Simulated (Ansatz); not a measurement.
Pd3H5, relaxed as a doublet with UKS PBE-D4/def2-SVP in Ansatz, starting from the GFN1-xTB geometry. Force threshold 0.02 eV/Å.

In the def2 sets Pd takes a core potential; there is no spin–orbit coupling. In the doublet, H6 and H8 lie 0.88 Å apart (atoms count from 1), so H2 has formed as a molecule. Another isomer (doublet) lies 0.05 eV lower at PBE0-D4/def2-TZVP; other spin states weren't run for this one.

Start:

Cartesian coordinates in Å:
```
Pd -0.944 -0.742 -0.123
Pd 0.377 1.460 -0.227
Pd 1.670 -0.865 -0.018
H 1.815 0.743 0.243
H 0.133 -1.662 0.440
H -0.743 0.825 0.596
H -1.517 -2.107 -0.359
H -0.792 2.348 -0.553
```

Task: Estimate the energy that the relaxation releases and the steps that it takes.

Result: 0.84 eV, in 38 steps; 2.2 min on 2 threads of Arm Neoverse V2 on a shared host. No frequencies were taken in this run, so the end may be a saddle point.

Task: Does the start keep its bonding and symmetry?

Result: Bonds lost: Pd1–H6 (atoms count from 1).

Task: Predict the relaxed structure.

Result: 
```xyz
8

Pd   -0.979   -1.077   -0.227
Pd    0.336    1.269   -0.003
Pd    1.657   -1.143   -0.213
H     1.884    0.472    0.170
H     0.275   -1.432    0.764
H    -1.072    2.181    0.391
H    -1.167   -2.616   -0.420
H    -0.932    2.345   -0.462
```
Bond lengths (bridged metal pairs left out): 1 × Pd–Pd 2.70 Å; 7 × H–Pd 1.56 to 1.75 Å.
